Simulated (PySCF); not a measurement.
Species: C₆H₃ClF₂ (charge -1 and doublet state).
Z-matrix (Å and degrees, GFN2-xTB geometry), rows numbered from 1:
```
F 
C   1  1.3827
C   2  1.3634  1  118.49
C   3  1.4321  2  120.08  1  -177.22
Cl  4  1.8782  3  113.43  2  -138.68
C   4  1.4180  3  115.09  2    -3.08
F   6  1.3784  4  118.66  3  -179.92
C   6  1.3635  4  123.87  3     5.41
C   2  1.3939  1  117.46  3  -177.68
H   3  1.0799  2  120.55  1     1.49
H   8  1.0823  6  119.77  4   173.72
H   9  1.0774  2  121.41  1    -0.34
```

Identity: `FC1=CC(Cl)=C(F)[CH][CH-]1` [radical] (charge -1).

Level of theory: UKS B3LYP, pcH-1 on C Cl F H, non-relativistic, mean-field spin-orbit, GIAO in PySCF 2.14.0. Whether the extra electron is bound in the gas phase wasn't checked; a finite basis holds it in any case. The geometry wasn't refined by DFT: couplings that depend on bond lengths, twists or pyramidal angles can differ widely from those at the functional's own minimum, by a factor of two or more for some ions and for spin on atoms past the first row. Stability of the SCF solution: not tested.

Principal values of hyperfine tensors in MHz (contact, dipolar and spin–orbit terms together), for some of the nuclei:

```
atom  isotope      A1      A2      A3
  C4      13C  336.55  345.92  468.67
  F7      19F   42.23   55.05  127.05
  C9      13C    0.27    1.94   61.22
 H12       1H  -28.33  -17.22   -6.89
  C6      13C  -20.43  -16.56    5.58
 H11       1H    7.09    8.29   12.71
 H10       1H    2.80    5.27   17.19
  F1      19F  -16.93    7.08   31.15
```

Q: Split each tensor into its isotropic and traceless parts, and turn a_iso into mT with g = 2.0028.

A: a_iso = (A1 + A2 + A3)/3, Ti = Ai − a_iso; 1 mT corresponds to 28.032 MHz. The tensors hold a spin–orbit part: the run splits a_iso into a_FC + a_SO, and T includes its anisotropic share.

```csv
atom,a_iso (MHz),a_FC,a_SO,a_iso (mT),T1,T2,T3
C4,383.71,383.60,0.11,13.688,-47.16,-37.80,84.96
F7,74.78,74.52,0.25,2.668,-32.54,-19.73,52.27
C9,21.14,21.16,-0.03,0.754,-20.87,-19.20,40.08
H12,-17.48,-17.49,0.01,-0.624,-10.85,0.26,10.59
C6,-10.47,-10.49,0.02,-0.374,-9.96,-6.09,16.05
H11,9.36,9.37,-0.01,0.334,-2.27,-1.07,3.35
H10,8.42,8.40,0.02,0.300,-5.62,-3.15,8.77
F1,7.10,7.14,-0.05,0.253,-24.03,-0.02,24.05
```

Q: What spin density at the nucleus of C4 lies behind its contact coupling (g_N = 1.40482)?

A: a_FC = 800.24 MHz bohr³ × g_N × ρ(0)/(2S). With a_FC = 383.60 MHz and 2S = 1, ρ(0) = 0.3412 bohr⁻³.

Q: Cl5 (35Cl, g_N = 0.54792) isn't in the table. Its spin density at the nucleus is 0.2725 bohr⁻³. What is its contact coupling?

A: By the same relation, a_FC = 119.5 MHz. The spin–orbit term adds +0.22 MHz. Its full tensor has the principal values 90.95, 93.97, 174.21 MHz.

Q: Which nucleus of the table has the largest anisotropic coupling, and what is its form?

A: C4: -47.2, -37.8, 85.0 MHz (the dipolar term alone has -47.0, -38.1, 85.1), rhombic: the two smaller values differ by 11 % of the largest.

Q: In a single crystal, with the field along each principal axis of the tensor of C4 in turn, what first-order splitting does this nucleus give (isotropic g, quadrupole terms neglected)?

A: 2 lines (I = 1/2), spaced by |A_i|/(g × 13.996): 12.01, 12.34, 16.72 mT along the axes of A1, A2 and A3.

On an AMD EPYC 7B13 with one thread, shared host with 64 logical CPUs at a one-minute load of 12, this took 64 s (with the writing of density and orbital grids) and 1.1 GiB of memory at its peak.

The SMILES draws the unpaired electron on C8; the largest computed Mulliken spin population is on C4 (0.50 against 0.00).
